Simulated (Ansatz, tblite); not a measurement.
Removing and adding an electron: MoCl6. The state is a singlet with charge 0. Geometry: r2SCAN-D4/def2-SVP. Ansatz, gas phase; energy differences of separate SCF runs; the oxidised species was run as a doublet alone; the reduced species was run as a doublet alone.

```xyz
7

Mo   -0.0005    0.0004    0.0003
Cl   -1.2092    1.7442    0.9083
Cl    1.2063   -1.7430   -0.9121
Cl    0.2103    1.1709   -1.9779
Cl   -0.2059   -1.1711    1.9780
Cl   -1.9535   -0.9583   -0.7703
Cl    1.9525    0.9569    0.7737
```

In the def2 sets Mo takes a core potential; there is no spin–orbit coupling. The xTB rows come from tblite. HOMO above LUMO, or a gap near zero within one spin, warns that the state may not be the lowest or that an electron is smeared out.

```tsv
level	−HOMO (eV)	vertical IE (eV)	−LUMO (eV)	vertical EA (eV)	HOMO–LUMO gap (eV)	IE − EA (eV)	remarks
GFN1-xTB	13.87	15.85	11.27	8.99	2.60	6.86	–
GFN2-xTB	12.64	14.76	10.61	8.46	2.03	6.30	–
PBE-D4/def2-TZVP	7.83	10.24	6.27	–	1.56	–	gap within one spin near zero (+1 doublet)
PBE-D4/def2-TZVPD	7.85	–	6.29	3.94	1.56	–	gap within one spin near zero (-1 doublet)
PBE0-D4/def2-TZVP	9.18	10.87	5.96	–	3.22	–	–
PBE0-D4/def2-TZVPD	9.18	–	5.96	4.71	3.22	–	–
CAM-B3LYP-D4/def2-TZVP	10.50	11.18	5.15	–	5.35	–	spin-contaminated (⟨S²⟩ 0.83) (+1 doublet)
```

Run but left out: HF/def2-SVP, MP2/def2-SVP, CCSD/def2-SVP, CCSD(T)/def2-SVP (charge +1 doublet: ⟨S²⟩ 1.60, where a pure state has 0.75).   Raw xTB energy differences between charge states are shifted by several eV; the methods need an empirical correction for them.
